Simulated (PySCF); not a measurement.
**Question.** Write Cartesian coordinates for `C=C[C@H](Cl)[SiH2]Cl` as optimised with PBE0-D3(BJ)/def2-SVP.

**Answer.** 
```xyz
12
C3H6Cl2Si angstrom
C      1.8550    0.8794    1.0435
C      0.9250   -0.0356    0.7645
C     -0.2474   -0.3170    1.6324
Cl    -0.5005   -2.1012    1.8441
Si    -1.8970    0.2733    0.9081
Cl    -1.8047    2.3291    0.6724
H      1.8391    1.4527    1.9755
H      2.6617    1.0957    0.3393
H      0.9640   -0.5924   -0.1793
H     -0.1106    0.1060    2.6391
H     -2.1042   -0.3589   -0.4212
H     -2.9982   -0.0493    1.8526
```

Any rigid rotation of these coordinates is as good. Atoms count from 1 in this order. Si5 (chlorine-bound silicon) is tetrahedral (angles from 108.3° to 111.9°). Of the pairs four or more bonds apart, H7···H10 is among the closest relative to their van der Waals radii: 2.46 Å, 103 % of the sum of Bondi's values. The C–C distances run from 1.334 Å (C1=C2, drawn double) to 1.485 Å (C2–C3, drawn single), a spread of 0.151 Å.

Bonds between heavy atoms (Å): C1=C2 1.334, C2–C3 1.485, C3–Cl4 1.815, C3–Si5 1.896, Si5–Cl6 2.071.

Computed, not measured: PBE0-D3(BJ)/def2-SVP geometry optimisation, gas phase in PySCF 2.14.0.

Point group: C1 (no symmetry element, even within 0.4 Å). Stationary, but not proved a minimum. One conformer, not necessarily the lowest (C1–C2–C3–Cl4 -135°, C2–C3–Si5–Cl6 -61°).
